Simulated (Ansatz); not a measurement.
Basis sets compared for diborane 1,1-di F (B2H4F2). Charge 0, multiplicity 1. Geometry PBE-D4/def2-TZVP. Ansatz on 2 threads of Intel Xeon Platinum 8375C on a shared host; times are rough, and most runs start from earlier orbitals.

```
atom   x (Å)   y (Å)   z (Å)
  B1  -0.137   0.866  -0.017
  B2   0.140  -0.883   0.018
  F3   0.880   1.722   0.144
  F4  -1.369   1.358  -0.206
  H5   0.171  -0.095  -0.997
  H6  -0.804  -1.600  -0.132
  H7   1.258  -1.266   0.189
  H8  -0.139  -0.103   1.001
```

Binding counts from free atoms (B doublet, F doublet, H doublet) in the same basis, without a counterpoise term.

```csv
level,functions,energy (Eh),HOMO (eV),LUMO (eV),binding per atom (eV),wall time
PBE-D4/def2-SVP,76,-251.4167,-8.66,-1.09,4.01,0.6 s
PBE0-D4/def2-SVP,76,-251.4345,-10.25,-0.12,3.93,0.65 s
```

Question: Estimate the rows for PBE-D4/def2-TZVP (with forces), PBE0-D4/def2-TZVP.

Answer: 
```tsv
level	functions	energy (Eh)	HOMO (eV)	LUMO (eV)	binding per atom (eV)	wall time
PBE-D4/def2-TZVP (with forces)	148	-251.7179	-8.80	-1.22	3.95	1.2 s
PBE0-D4/def2-TZVP	148	-251.7333	-10.33	-0.23	3.88	1.2 s
```
